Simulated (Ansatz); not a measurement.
Species: sum formula BNH5, charge 1, multiplicity 1. 
Structure (B3LYP-D3(BJ)/def2-TZVP (Ansatz, a program for electronic structure) minimum search):
SMILES: B[NH3+]
```xyz
7

B     -0.9073     0.0420     0.1466
N      0.6244    -0.0274    -0.0870
H     -1.4665    -0.9934     0.1368
H     -1.3564     1.1212     0.2798
H      1.1357     0.7814     0.2790
H      1.0510    -0.8833     0.2824
H      0.8017    -0.0441    -1.1023
```
Charge +1, spin multiplicity 1.

PBE beside other levels, property by property. Valence correlation only, unless marked. Open shells are spin-unrestricted. No spin-orbit coupling. Non-relativistic. CBS marks a two-point X^-3 extrapolation of the correlation energy; Hartree-Fock from the larger set. The bracket is a focal-point correction in the basis named. Vertical energies are electronic, to the SCF solution reached for that spin. Anions need diffuse functions, of which def2-TZVPD holds fewer than the aug- sets. The coupled-cluster column (Ansatz) is a level with limits of its own: RI-MP2/CBS(aug-cc-pVTZ,aug-cc-pVQZ)+[CCSD(T)-MP2]/aug-cc-pVTZ.

| property | B2PLYP-D3(BJ)/def2-TZVPD (Ansatz + dftd3) | RI-MP2/CBS(aug-cc-pVTZ,aug-cc-pVQZ) (Ansatz) | CCSD(T)/aug-cc-pVDZ (Ansatz) | coupled cluster |
|---|---|---|---|---|
| vertical electron affinity to the doublet (eV) | 5.39 | 5.38 | 5.33 | 5.45 |
| vertical ionisation energy to the doublet (eV) | 19.46 | 19.72 | 19.54 | 19.74 |

What does PBE/def2-TZVPD (Ansatz) give for each property, and on which side of coupled cluster does it fall?


- vertical electron affinity to the doublet: PBE lies 0.23 eV above coupled cluster; PBE gives 5.68 eV.
- vertical ionisation energy to the doublet: PBE lies 0.59 eV below coupled cluster; PBE gives 19.15 eV.
